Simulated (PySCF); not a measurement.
Species: C4H7BrO.
Numbering: `[CH3:1][O:2][CH2:3]/[CH:4]=[CH:5]/[Br:6]` (hydrogens: H7, H8, H9 on C1; H10, H11 on C3; H12 on C4; H13 on C5)

Computed by this run: PBE0-D3(BJ)/def2-SVP geometry optimisation, gas phase in PySCF 2.14.0; density fitting, grid level 1; the optimiser is geomeTRIC in internal coordinates, started from a GFN2-xTB structure with every atom displaced at random (about 0.01 Å).

Step 0: E = -76325.9379 eV
```
atom  x, y, z in Å  |  force x, y, z in eV/Å
C1     -1.8413    0.8789    0.7821   -0.077   1.821  -0.123
O2     -0.5571    0.6770    0.3279    0.505  -0.771  -0.164
C3     -0.1741   -0.6626    0.4408    1.955   0.721   0.332
C4      1.2778   -0.8472   -0.0570   -3.162  -1.044   1.249
C5      1.9773    0.1306   -0.5344    1.318   1.875  -0.806
Br6     3.7415   -0.1211   -1.1419    0.072   0.106  -0.059
H7     -1.9566    0.6469    1.8423   -0.037  -0.151   0.552
H8     -2.0450    1.9708    0.6358   -0.089  -0.635   0.192
H9     -2.5875    0.3229    0.2250   -0.496  -0.479  -0.435
H10    -0.8328   -1.3168   -0.1202   -0.509  -0.503  -0.457
H11    -0.2150   -0.9901    1.5105   -0.029   0.002  -0.251
H12     1.6279   -1.8603    0.0144    0.447  -0.631  -0.020
H13     1.6098    1.1653   -0.6007    0.101  -0.312  -0.010
```

Step 1: E = -76326.0697 eV
```
atom  x, y, z in Å  |  force x, y, z in eV/Å
C1     -1.8526    0.9062    0.7474    0.015  -0.264  -0.024
O2     -0.5114    0.6782    0.4296   -0.139   0.203   0.048
C3     -0.1233   -0.6493    0.5266   -0.223  -0.296  -0.422
C4      1.2247   -0.8625   -0.0795    0.373   0.222   0.248
C5      1.9871    0.1367   -0.5305   -0.296  -0.211   0.090
Br6     3.6983   -0.1112   -1.2551    0.024  -0.010  -0.010
H7     -2.0862    0.6328    1.7958    0.020  -0.009  -0.013
H8     -2.0654    1.9735    0.6162    0.061   0.083  -0.035
H9     -2.5336    0.3273    0.0851    0.080   0.079   0.084
H10    -0.8434   -1.3153   -0.0183    0.104   0.152   0.198
H11    -0.1194   -1.0042    1.5817    0.001   0.023  -0.017
H12     1.6002   -1.8911   -0.0705   -0.032  -0.001  -0.094
H13     1.6497    1.1733   -0.5039    0.009   0.029  -0.052
```

Step 2: E = -76326.0827 eV
```
atom  x, y, z in Å  |  force x, y, z in eV/Å
C1     -1.8432    0.9040    0.7534    0.020   0.020   0.016
O2     -0.5124    0.6749    0.4107   -0.032   0.024  -0.064
C3     -0.1316   -0.6570    0.5019   -0.024  -0.150  -0.022
C4      1.2363   -0.8655   -0.0592   -0.009   0.129   0.108
C5      1.9728    0.1413   -0.5230   -0.028  -0.110  -0.067
Br6     3.6960   -0.1043   -1.2230    0.059   0.040  -0.020
H7     -2.0566    0.6297    1.8054    0.002  -0.005   0.002
H8     -2.0396    1.9773    0.6262   -0.019  -0.003   0.009
H9     -2.5398    0.3372    0.1037    0.004   0.011   0.009
H10    -0.8468   -1.3203   -0.0375    0.025   0.060   0.011
H11    -0.1438   -1.0035    1.5589   -0.020  -0.025   0.022
H12     1.6215   -1.8902   -0.0493   -0.007   0.020  -0.015
H13     1.6117    1.1708   -0.5436    0.028  -0.011   0.011
```

**Question.** Estimate the geometry and energy of step 3. (The exact step hangs on the optimiser's Hessian estimate; all steps are aligned on step 2, rigid shifts and turns removed.)

**Answer.** E = -76326.0824 eV, largest force 0.255 eV/Å
```
atom  x, y, z in Å  |  force x, y, z in eV/Å
C1     -1.8518    0.9012    0.7657    0.035   0.109   0.047
O2     -0.5309    0.6754    0.3902    0.035  -0.041  -0.098
C3     -0.1438   -0.6566    0.4824    0.139   0.164   0.139
C4      1.2399   -0.8510   -0.0464    0.022  -0.246  -0.057
C5      1.9931    0.1292   -0.5339   -0.084   0.221  -0.033
Br6     3.7337   -0.1018   -1.2047   -0.077  -0.062   0.044
H7     -2.0357    0.6274    1.8233   -0.011  -0.001   0.011
H8     -2.0520    1.9753    0.6419   -0.030  -0.036   0.020
H9     -2.5639    0.3343    0.1369   -0.041  -0.027  -0.033
H10    -0.8485   -1.3195   -0.0612   -0.009  -0.037  -0.103
H11    -0.1712   -1.0014    1.5404   -0.007  -0.031   0.006
H12     1.6198   -1.8767   -0.0249    0.019  -0.037   0.041
H13     1.6359    1.1586   -0.5851    0.010   0.025   0.016
```

The energy changes by +0.0003 eV. The first-order estimate −F·Δx gives -0.0100 eV and the mean of the old and new forces, exact on a quadratic surface, +0.0003 eV. The step makes an angle of 72° with the force vector and moves no atom by more than 0.050 Å.

The cost below is that of the whole optimisation. Hardware: one thread of an Arm Neoverse V1, shared host with 32 logical CPUs at a one-minute load of 10. Cost: 73 s of wall time, 0.56 GiB resident at most.
